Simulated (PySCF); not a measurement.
# The third ionisation energy along the 3d series

All values are computed (PySCF 2.14, energy differences of UHF-based or UKS calculations, no spin-orbit coupling). Values in eV. The last column holds reference values (NIST; (s) semi-empirical, (t) theoretical, else measured). Unmarked ones compare directly (S terms, centres of terms, or small fine structure); those marked * lie between the lowest fine-structure levels and include a spin-orbit shift.

| element | configurations | MP2 (valence) | CCSD (valence) | CCSD(T) (valence) | LDA | PBE0 | r2SCAN | reference |
| --- | --- | --- | --- | --- | --- | --- | --- | --- |
| Sc (aug-cc-pVTZ-DK, spin-free X2C) | [Ar] 3d1 → [Ar] | n/a | n/a | n/a | 25.366 | 25.173 | 25.097 | 24.757 * |
| Ti (aug-cc-pVTZ-DK, spin-free X2C) | [Ar] 3d2 → [Ar] 3d1 | 26.725 | 26.761 | 26.761 | 28.028 | 27.827 | 27.910 | 27.492 * |
| V (aug-cc-pVTZ-DK, spin-free X2C) | [Ar] 3d3 → [Ar] 3d2 | 28.541 | 28.607 | 28.610 | 30.046 | 29.630 | 29.750 | 29.311 * |
| Cr (aug-cc-pVTZ-DK, spin-free X2C) | [Ar] 3d4 → [Ar] 3d3 | 30.330 | 30.388 | 30.397 | 31.920 | 31.293 | 31.054 | 30.959 ± 0.025 * |
| Mn (aug-cc-pVTZ-DK, spin-free X2C) | [Ar] 3d5 → [Ar] 3d4 | 33.198 | 33.220 | 33.236 | 34.449 | 33.872 | 33.903 | 33.668 ± 0.012 * |
| Fe (aug-cc-pVTZ-DK, spin-free X2C) | [Ar] 3d6 → [Ar] 3d5 | 29.922 | 29.876 | 29.923 | 31.679 | 30.987 | 30.800 | 30.651 ± 0.012 * |
| Co (aug-cc-pVTZ-DK, spin-free X2C) | [Ar] 3d7 → [Ar] 3d6 | 33.069 | 32.908 | 32.975 | 34.397 | 33.697 | 33.766 | 33.5 ± 0.06 (s) * |
| Cu (aug-cc-pVTZ-DK, spin-free X2C) | [Ar] 3d9 → [Ar] 3d8 | 36.800 | 36.306 | 36.424 | 38.115 | 36.851 | 36.503 | 36.841 ± 0.012 * |
| Zn (aug-cc-pVTZ-DK, spin-free X2C) | [Ar] 3d10 → [Ar] 3d9 | 40.029 | 39.362 | 39.496 | 40.788 | 39.636 | 39.655 | 39.723 * |

Q: Fill in the row of Ni (aug-cc-pVTZ-DK, spin-free X2C) ([Ar] 3d8 → [Ar] 3d7).

A: MP2 (valence) 34.930; LDA 36.313; PBE0 35.328; r2SCAN 35.477; reference 35.187 ± 0.019 * (eV).

"Valence" correlates the outer s and p shells and, in groups 3 to 12 and the f block, the outer d or f shell, open or full, or the next shell where the ion has no valence electron left; the wider scheme adds the next inner shell.
